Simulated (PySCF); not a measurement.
As2FH5Si.

```xyz
9

Si     0.3661    -0.8002     0.2178
F      0.7690    -1.8006    -1.0286
As    -1.9920    -0.4493     0.1479
As     1.5977     1.2198    -0.0794
H      0.6914    -1.5321     1.4935
H     -1.8646     0.4473     1.3973
H     -1.8324     0.7653    -0.7879
H      1.1024     1.6914     1.3031
H      2.8687     0.6066     0.5431
```
Charge 0, spin multiplicity 1.

The structure is a stationary point at PBE-D3(BJ)/def2-SVP.

The numbers are results of HF/pcSseg-1 (PySCF), not measurements. Non-relativistic, no solvent.

Computed absolute GIAO shielding of each atom: isotropic value and principal components (ppm):
```
atom  σ(iso)     σ11     σ22     σ33   span
----  ------  ------  ------  ------  -----
Si1    349.9   281.1   357.1   411.3  130.2
F2     408.1   388.8   399.7   435.9   47.1
As3   1960.7  1872.6  1975.9  2033.6  160.9
As4   1978.7  1865.4  1989.8  2080.9  215.6
H5      25.5    22.7    23.6    30.3    7.7
H6      29.8    23.2    25.4    40.7   17.6
H7      29.2    22.3    25.5    39.9   17.6
H8      29.7    22.3    25.9    40.9   18.7
H9      28.8    21.6    23.3    41.4   19.7
```
